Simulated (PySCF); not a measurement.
As (SMILES [As+]), charge +1, triplet; DF-M062X/def2-TZVPD run with PySCF.

The PySCF input:
```python
from pyscf import gto, scf, dft
import numpy

mol = gto.M(
    atom='''
As    0.00000000    0.00000000    0.00000000
''',
    basis='def2-tzvpd',
    charge=1,
    spin=2,
    verbose=4,
)
print('smallest overlap eigenvalue', numpy.linalg.eigvalsh(mol.intor('int1e_ovlp'))[0])

mf = dft.UKS(mol)
mf.xc = 'm062x'
mf = mf.density_fit(auxbasis='def2-universal-jkfit')
mf = scf.addons.remove_linear_dep_(mf, threshold=1e-2, lindep=1e-2)
mf.kernel()
mf.analyze()
```

### Question
What does PySCF print? Leave out banner, timings and long lists.

### Answer

```
PySCF version 2.14.0

[INPUT] verbose = 4
[INPUT] num. atoms = 1
[INPUT] num. electrons = 32
[INPUT] charge = 1
[INPUT] spin (= nelec alpha-beta = 2S) = 2
[INPUT] symmetry False subgroup None
[INPUT] Mole.unit = angstrom
[INPUT] Symbol           X                Y                Z      unit          X                Y                Z       unit  Magmom
[INPUT]  1 As     0.000000000000   0.000000000000   0.000000000000 AA    0.000000000000   0.000000000000   0.000000000000 Bohr   0.0

nuclear repulsion = 0
number of shells = 18
number of NR pGTOs = 109
number of NR cGTOs = 54
basis = def2-tzvpd
ecp = {}
input.py:18: DeprecationWarning: remove_linear_dep_ is deprecated and will be removed in a future release. Linear dependency handling is now built into the SCF procedure by default. Linear dependency removal can be controlled using the following settings:
  pyscf.scf.hf.remove_overlap_zero_eigenvalue = True
  pyscf.scf.hf.overlap_zero_eigenvalue_threshold = 1e-6

  mf = scf.addons.remove_linear_dep_(mf, threshold=1e-2, lindep=1e-2)
smallest overlap eigenvalue 0.019189162462138306
Applying remove_linear_dep_ on SCF object.
Using canonical orthogonalization with threshold 0.01

******** <class 'pyscf.df.df_jk.DFUKS'> ********
method = DFUKS
initial guess = minao
damping factor = 0
level_shift factor = 0
DIIS = <class 'pyscf.scf.diis.CDIIS'>
diis_start_cycle = 1
diis_space = 8
diis_damp = 0
SCF conv_tol = 1e-09
SCF conv_tol_grad = None
SCF max_cycles = 50
direct_scf = False
number electrons alpha = 17  beta = 15
XC library pyscf.dft.libxc version 7.1.2
    S. Lehtola, C. Steigemann, M. J. T. Oliveira, and M. A. L. Marques,  SoftwareX 7, 1–5 (2018)
XC functionals = m062x
    Y. Zhao and D. G. Truhlar,  Theor. Chem. Acc. 120, 215 (2008)
    Y. Zhao and D. G. Truhlar,  Theor. Chem. Acc. 120, 215 (2008)
radial grids:
    Treutler-Ahlrichs [JCP 102, 346 (1995); DOI:10.1063/1.469408] (M4) radial grids

becke partition: Becke, JCP 88, 2547 (1988); DOI:10.1063/1.454033
pruning grids: <function nwchem_prune>
grids dens level: 3
symmetrized grids: False
atomic radii adjust function: <function treutler_atomic_radii_adjust>
small_rho_cutoff = 0
Set gradient conv threshold to 3.16228e-05
tot grids = 20424
******** <class 'pyscf.df.df.DF'> ********
auxbasis = def2-universal-jkfit
init E= -2234.88852004484

cycle= 1 E= -2235.42432087167  delta_E= -0.536  |g|= 0.256  |ddm|= 0.935
cycle= 2 E= -2235.46258699097  delta_E= -0.0383  |g|=  0.2  |ddm|= 0.619
cycle= 3 E= -2235.46869290118  delta_E= -0.00611  |g|= 0.0198  |ddm|= 0.146
cycle= 4 E= -2235.46897332055  delta_E= -0.00028  |g|= 0.00411  |ddm|= 0.0658
cycle= 5 E= -2235.46899043811  delta_E= -1.71e-05  |g|= 0.000549  |ddm|= 0.0104
cycle= 6 E= -2235.46899064175  delta_E= -2.04e-07  |g|= 5.03e-05  |ddm|= 0.00109
cycle= 7 E= -2235.46899064362  delta_E= -1.87e-09  |g|= 5.91e-06  |ddm|= 0.00011
cycle= 8 E= -2235.46899064365  delta_E= -3.09e-11  |g|= 5.21e-07  |ddm|= 1.73e-05
Extra cycle  E= -2235.46899064366  delta_E= -1.82e-12  |g|= 1.43e-07  |ddm|= 1.27e-06
converged SCF energy = -2235.46899064366  <S^2> = 2.0044786  2S+1 = 3.0029842
**** SCF Summaries ****
Total Energy =                       -2235.468990643656070
Nuclear Repulsion Energy =               0.000000000000000
One-electron Energy =                -3102.335655288182352
Two-electron Energy =                  866.866664644526281
Two-electron Coulomb Energy =          949.687083794991054
DFT Exchange-Correlation Energy =      -82.820419150464744
**** MO energy ****
                             alpha | beta                alpha | beta
MO #1   energy= -428.611181801831  | -428.605330815016  occ= 1 | 1
MO #2   energy= -55.0140573702685  | -55.0109727991824  occ= 1 | 1
MO #3   energy= -49.3053830082195  | -49.3038998409264  occ= 1 | 1
MO #4   energy= -49.3048387793882  | -49.2976059359805  occ= 1 | 1
MO #5   energy= -49.3048387793638  | -49.2976059356054  occ= 1 | 1
MO #6   energy= -7.6746328239795   | -7.66758448341575  occ= 1 | 1
MO #7   energy= -5.72797743973508  | -5.72712771454334  occ= 1 | 1
MO #8   energy= -5.72097755928079  | -5.70777306956796  occ= 1 | 1
MO #9   energy= -5.72097755895374  | -5.70777306853424  occ= 1 | 1
MO #10  energy= -2.23384918997706  | -2.23103390030735  occ= 1 | 1
MO #11  energy= -2.22938944720529  | -2.22609948044151  occ= 1 | 1
MO #12  energy= -2.22938944617417  | -2.2260994796642   occ= 1 | 1
MO #13  energy= -2.21970089830274  | -2.2113960787278   occ= 1 | 1
MO #14  energy= -2.21970089804262  | -2.21139607872441  occ= 1 | 1
MO #15  energy= -0.974003110145143 | -0.845953685433816 occ= 1 | 1
MO #16  energy= -0.59684919488997  | -0.396295920133479 occ= 1 | 0
MO #17  energy= -0.596849187544021 | -0.358969245865288 occ= 1 | 0
MO #18  energy= -0.420421220126432 | -0.358969245411265 occ= 0 | 0
MO #19  energy= -0.126893222558729 | -0.157821799264393 occ= 0 | 0
MO #20  energy= -0.0724660095774209 | -0.0980560566310425 occ= 0 | 0
MO #21  energy= -0.0683728253803565 | -0.0980560547802081 occ= 0 | 0
MO #22  energy= -0.068371995551291 | -0.0960752314844325 occ= 0 | 0
MO #23  energy= -0.0653538817834421 | -0.096075164748177 occ= 0 | 0
MO #24  energy= -0.0653538691453237 | -0.0949185599627763 occ= 0 | 0
MO #25  energy= 0.113307566754471  | 0.066486118256943  occ= 0 | 0

To work with the spin densities directly, `use mulliken_meta_spin()` only printing them here.

 ** Mulliken spin pop alpha/beta on meta-lowdin orthogonal AOs **
 ** Mulliken Spin Density (per AO)  **
spin_pop of  0 As 1s       -0.00000
spin_pop of  0 As 2s       -0.00000
spin_pop of  0 As 3s       -0.00000
spin_pop of  0 As 4s       -0.00129
spin_pop of  0 As 5s        0.00221
spin_pop of  0 As 6s        0.00024
spin_pop of  0 As 7s        0.00006
spin_pop of  0 As 2px       0.00000
spin_pop of  0 As 2py       0.00000
spin_pop of  0 As 2pz       0.00000
spin_pop of  0 As 3px       0.00004
spin_pop of  0 As 3py       0.00005
spin_pop of  0 As 3pz       0.00004
spin_pop of  0 As 4px       0.60906
spin_pop of  0 As 4py       0.77380
spin_pop of  0 As 4pz       0.58692
spin_pop of  0 As 5px       0.00822
spin_pop of  0 As 5py       0.01044
spin_pop of  0 As 5pz       0.00792
spin_pop of  0 As 6px       0.00106
spin_pop of  0 As 6py       0.00135
spin_pop of  0 As 6pz       0.00102
spin_pop of  0 As 3dxy      0.00005
spin_pop of  0 As 3dyz      0.00004
spin_pop of  0 As 3dz^2     0.00004
spin_pop of  0 As 3dxz      0.00004
spin_pop of  0 As 3dx2-y2    0.00004
spin_pop of  0 As 4dxy     -0.00032
spin_pop of  0 As 4dyz     -0.00033
spin_pop of  0 As 4dz^2    -0.00005
spin_pop of  0 As 4dxz     -0.00056
spin_pop of  0 As 4dx2-y2   -0.00006
spin_pop of  0 As 5dxy     -0.00003
spin_pop of  0 As 5dyz     -0.00003
spin_pop of  0 As 5dz^2    -0.00001
spin_pop of  0 As 5dxz     -0.00005
spin_pop of  0 As 5dx2-y2   -0.00001
spin_pop of  0 As 6dxy      0.00000
spin_pop of  0 As 6dyz      0.00000
spin_pop of  0 As 6dz^2     0.00000
spin_pop of  0 As 6dxz      0.00000
spin_pop of  0 As 6dx2-y2   -0.00000
spin_pop of  0 As 7dxy      0.00000
spin_pop of  0 As 7dyz      0.00000
spin_pop of  0 As 7dz^2     0.00000
spin_pop of  0 As 7dxz      0.00000
spin_pop of  0 As 7dx2-y2    0.00000
spin_pop of  0 As 4f-3      0.00001
spin_pop of  0 As 4f-2      0.00000
spin_pop of  0 As 4f-1      0.00001
spin_pop of  0 As 4f+0      0.00001
spin_pop of  0 As 4f+1      0.00002
spin_pop of  0 As 4f+2      0.00003
spin_pop of  0 As 4f+3      0.00001
 ** Mulliken Spin Density (per atom)  **
spin density of  0 As =      2.00000
 ** Mulliken pop alpha/beta on meta-lowdin orthogonal AOs **
 ** Mulliken pop       alpha | beta **
In total            17.00000 | 15.00000
 ** Mulliken atomic charges   ( Nelec_alpha | Nelec_beta ) **
charge of  0As =      1.00000  (    17.00000     15.00000 )

WARN: System has nonzero charge 1; the dipole moment is origin-dependent.
Location of origin: [0. 0. 0.]

Dipole moment(X, Y, Z, Debye): -0.00000, -0.00000,  0.00000
```
